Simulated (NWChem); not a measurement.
**Correlation energy of HAl**

```
Al
H 1 1.6842
```
Charge 0, spin multiplicity 1.

Program: NWChem. Structure: optimised with PBE/def2-SVP, a minimum by its harmonic frequencies.

Basis set: cc-pVQZ. Each correlation energy counts from its own Hartree-Fock reference.

The correlated methods keep 5 core orbitals frozen. The structure started from a generated list of species. No row is a measurement; the coupled-cluster row has its own basis-set and correlation limits.

| method | correlation energy (mHa) |
|---|---|
| RI-MP2 | -65.8 |
| MP2 | -65.8 |
| SCS-MP2 | [?] |
| CR-CCSD[T] | -86.2 |
| CR-CCSD(T) | -86.2 |
| CCSD | [?] |
| CCSD+T(CCSD) | -86.4 |
| CCSD(T) | -86.3 |

Q: What belongs in the gaps?

A: 
- SCS-MP2, correlation energy (mHa): -76.1
- CCSD, correlation energy (mHa): -84.7
